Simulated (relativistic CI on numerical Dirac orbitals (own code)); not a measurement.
Computed by Dirac-Coulomb-Breit CI, KLI orbitals optimised for each configuration, model QED, unscaled Slater integrals (own radial code, finite nucleus).

The strongest absorption lines from the ground level of an ion, among the configurations computed and to levels below about 4250 eV (vacuum wavelength in nm, gf): 0.37119 (0.44), 0.42489 (1.1), 0.42703 (0.29), 0.46086 (5.8), 0.47760 (2.5), 0.50591 (0.38), 0.56622 (0.27), 0.58158 (0.17).

Q: Which ion is it?
A. Ra LXI
B. Hg LIII
C. Hf XLV
D. Os XLIX

A: B. Hg LIII has 28 electrons and the ground level 3s2 3p6 3d10 1S_0; the strongest line goes to 3s2 3p6 3d9 4f 1P°_1. The pattern of lines fixes the number of electrons, and along that sequence the line energies rise steadily with the charge (about as its square where n changes within one kind of shell, about linearly where n is kept but much faster in heavy ions where fine structure, which grows about as Z⁴, sets the gap, and irregularly where shells cross), which fixes Z. Configurations outside the model, such as inner-shell arrays, can give stronger lines. At this charge energies of transitions that change n are usually good to better than 1 %, and those within a shell (Δn = 0) to a few per cent.

LS names give the leading component of a level, which can be under half, so a name can repeat, a term be missing and a line seem to break the LS rules.
